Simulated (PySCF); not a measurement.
CH₄O₄. Atoms are numbered in the order given.

```xyz
9

O      0.8699    -0.7711    -0.7554
C      0.0000     0.0000     0.0000
O     -0.7711    -0.8699     0.7554
O      0.7711     0.8699     0.7554
O     -0.8699     0.7711    -0.7554
H      0.3594    -1.5164    -1.1026
H     -1.5164    -0.3594     1.1026
H      1.5164     0.3594     1.1026
H     -0.3594     1.5164    -1.1026
```

The structure is a stationary point at B3LYP-D3(BJ)/def2-SVP. Other conformers were not sampled.

The numbers are results of B3LYP/pcSseg-1 (PySCF), not measurements.

GIAO shieldings, no solvent; atoms alike by connectivity are averaged. δ = σ(ref) − σ: ¹⁷O against H2O (σ = 333.8 ppm); ¹³C against TMS (σ = 181.3 ppm); ¹H against TMS (σ = 31.68 ppm), references at their B3LYP-D3(BJ)/def2-TZVP geometries, non-relativistic.

| nucleus | atoms | count | δ (ppm) |
|---|---|---|---|
| ¹⁷O | O1, O3, O4, O5 | 4 | 129.8 |
| ¹³C | C2 | 1 | 123.9 |
| ¹H | H6, H7, H8, H9 | 4 | 2.66 |
